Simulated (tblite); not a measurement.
Record of a relaxation.

Species: CH7FGe3O.
Numbering: `[F:1][Ge@:2]1([GeH3:3])[O:4][CH2:5][GeH2:6]1` (hydrogens: H7, H8, H9 on Ge3; H10, H11 on C5; H12, H13 on Ge6)

Computed with GFN2-xTB (tblite), gas phase: L-BFGS steps from a force-field or distance-geometry start until the largest atomic force falls under 0.01 eV/Å. 7 of its 100 geometries are shown.

Step 0: E = -552.6566 eV, largest atomic force 2.214 eV/Å
```
atom  x, y, z in Å  |  force x, y, z in eV/Å
F1      0.065   -0.562   -2.465   -0.152  -0.327  -1.056
Ge2     0.258   -0.342   -0.763    1.275   1.066   0.932
Ge3     2.484   -0.166    0.068    1.250  -0.371  -0.150
O4     -0.846   -1.398    0.131   -0.138  -1.069  -0.415
C5     -2.000   -0.605    0.168   -1.797  -0.267   1.265
Ge6    -1.194    1.138    0.360    0.152   1.554  -0.593
H7      2.484    0.063    1.606    0.043  -0.169  -0.599
H8      3.199    1.094   -0.529   -0.314  -0.555   0.285
H9      3.355   -1.391   -0.338   -0.010   0.494   0.378
H10    -2.651   -0.701   -0.730    0.284  -0.192   0.539
H11    -2.561   -0.852    1.097   -0.113  -0.436  -0.673
H12    -0.788    1.437    1.815   -0.249   0.070  -0.372
H13    -1.811    2.287   -0.436   -0.230   0.202   0.459
```

Step 16: E = -553.5030 eV, largest atomic force 0.270 eV/Å
```
atom  x, y, z in Å  |  force x, y, z in eV/Å
F1      0.210   -0.586   -2.496    0.061   0.031   0.004
Ge2     0.331   -0.198   -0.712    0.049   0.135  -0.063
Ge3     2.692   -0.334    0.005   -0.063  -0.075  -0.081
O4     -0.919   -1.354    0.011    0.010  -0.090  -0.033
C5     -2.109   -0.656    0.213    0.045  -0.028   0.033
Ge6    -1.438    1.262    0.246    0.072   0.238  -0.105
H7      2.632   -0.101    1.482    0.040   0.006   0.199
H8      3.308    0.934   -0.517    0.088   0.040  -0.039
H9      3.719   -1.413   -0.196   -0.024  -0.068  -0.066
H10    -2.800   -0.799   -0.628   -0.026  -0.059   0.121
H11    -2.568   -0.997    1.143   -0.094   0.050  -0.004
H12    -0.926    1.672    1.633   -0.056  -0.058   0.062
H13    -2.135    2.571   -0.201   -0.102  -0.121  -0.027
```

Step 33: E = -553.6019 eV, largest atomic force 0.138 eV/Å
```
atom  x, y, z in Å  |  force x, y, z in eV/Å
F1      0.457   -0.434   -2.497   -0.012   0.022  -0.007
Ge2     0.369   -0.083   -0.704    0.100   0.016   0.016
Ge3     2.741   -0.364    0.036    0.022  -0.023  -0.024
O4     -0.885   -1.284   -0.063    0.029   0.075   0.037
C5     -2.075   -0.606    0.237    0.008  -0.050  -0.036
Ge6    -1.541    1.331    0.143   -0.068   0.104   0.036
H7      2.849   -0.223    1.532   -0.029  -0.027   0.057
H8      3.524    0.818   -0.483    0.009  -0.016  -0.031
H9      3.552   -1.585   -0.325   -0.083   0.022  -0.024
H10    -2.852   -0.865   -0.487   -0.061  -0.087   0.046
H11    -2.416   -0.865    1.245   -0.012  -0.113  -0.064
H12    -1.170    1.719    1.579    0.040   0.124   0.045
H13    -2.557    2.439   -0.230    0.057  -0.047  -0.052
```

Step 50: E = -553.6706 eV, largest atomic force 0.130 eV/Å
```
atom  x, y, z in Å  |  force x, y, z in eV/Å
F1      0.584   -0.148   -2.442   -0.064   0.052   0.006
Ge2     0.405    0.152   -0.642   -0.054  -0.012   0.050
Ge3     2.708   -0.379    0.060    0.075   0.054  -0.067
O4     -0.735   -1.194   -0.054    0.061   0.094  -0.023
C5     -1.968   -0.651    0.311   -0.055  -0.093  -0.002
Ge6    -1.671    1.346    0.179    0.033   0.122  -0.030
H7      2.947   -0.401    1.548   -0.043  -0.031   0.012
H8      3.701    0.633   -0.464   -0.031  -0.025   0.006
H9      3.146   -1.701   -0.490    0.050  -0.071   0.022
H10    -2.755   -0.962   -0.385    0.005  -0.080  -0.018
H11    -2.243   -1.001    1.312   -0.002   0.076   0.021
H12    -1.395    2.039    1.530   -0.059  -0.004  -0.011
H13    -2.729    2.268   -0.480    0.085  -0.083   0.033
```

Step 66: E = -553.7157 eV, largest atomic force 0.041 eV/Å
```
atom  x, y, z in Å  |  force x, y, z in eV/Å
F1      0.458    0.260   -2.389   -0.006  -0.011   0.029
Ge2     0.457    0.342   -0.548   -0.012   0.003  -0.003
Ge3     2.716   -0.459    0.009    0.001  -0.003  -0.017
O4     -0.566   -1.086    0.036   -0.008   0.004   0.002
C5     -1.850   -0.663    0.375   -0.040   0.006   0.006
Ge6    -1.736    1.356    0.177    0.020   0.001   0.013
H7      2.885   -0.571    1.503    0.016   0.017   0.008
H8      3.831    0.441   -0.467    0.005  -0.019   0.012
H9      2.990   -1.827   -0.549    0.008   0.006  -0.014
H10    -2.595   -1.095   -0.303    0.006  -0.001   0.012
H11    -2.097   -0.970    1.399    0.023  -0.003  -0.033
H12    -1.769    2.186    1.478   -0.015  -0.006  -0.002
H13    -2.730    2.086   -0.738    0.001   0.005  -0.012
```

Step 82: E = -553.7173 eV, largest atomic force 0.012 eV/Å
```
atom  x, y, z in Å  |  force x, y, z in eV/Å
F1      0.443    0.256   -2.368    0.007   0.006   0.007
Ge2     0.458    0.341   -0.530    0.000   0.000  -0.004
Ge3     2.728   -0.458    0.003   -0.005  -0.005   0.010
O4     -0.573   -1.086    0.032    0.004  -0.004   0.007
C5     -1.855   -0.660    0.376    0.000   0.007  -0.001
Ge6    -1.737    1.360    0.185   -0.005   0.004   0.000
H7      2.911   -0.570    1.497    0.007   0.004  -0.004
H8      3.854    0.429   -0.471   -0.009   0.003  -0.005
H9      2.991   -1.824   -0.561    0.005  -0.007  -0.008
H10    -2.603   -1.089   -0.300   -0.004  -0.004  -0.004
H11    -2.096   -0.971    1.399   -0.007  -0.001   0.002
H12    -1.822    2.186    1.486    0.000   0.002  -0.004
H13    -2.704    2.086   -0.764    0.007  -0.005   0.002
```

Step 99: E = -553.7184 eV, largest atomic force 0.008 eV/Å
```
atom  x, y, z in Å  |  force x, y, z in eV/Å
F1      0.460    0.269   -2.327   -0.004   0.002   0.000
Ge2     0.460    0.327   -0.489   -0.002  -0.005   0.002
Ge3     2.740   -0.469    0.002    0.003   0.000   0.003
O4     -0.591   -1.095    0.051    0.000   0.001   0.002
C5     -1.875   -0.658    0.376    0.008   0.002  -0.001
Ge6    -1.737    1.361    0.193   -0.001  -0.003   0.000
H7      2.978   -0.575    1.489    0.003   0.002   0.000
H8      3.827    0.444   -0.511    0.003  -0.002   0.000
H9      3.016   -1.828   -0.573   -0.004   0.003  -0.002
H10    -2.616   -1.078   -0.313   -0.002  -0.003  -0.005
H11    -2.134   -0.972    1.394   -0.005  -0.001   0.003
H12    -1.864    2.195    1.485    0.002   0.000  -0.005
H13    -2.668    2.080   -0.794   -0.001   0.003   0.002
```

Question: Summarise the path.

Answer: The energy falls by 102.44 kJ/mol from step 0 to step 99; nine tenths of that is first reached at step 36. It falls at every step. The largest force goes from 2.214 to 0.008 eV/Å. Among the bonds Ge2–Ge6 changes most, from 2.358 to 2.522 Å; the atoms move by 0.752 Å rms after alignment.

The cost below is that of the whole relaxation. On an Arm Neoverse V1 with one thread, shared host, this took 0.76 s.
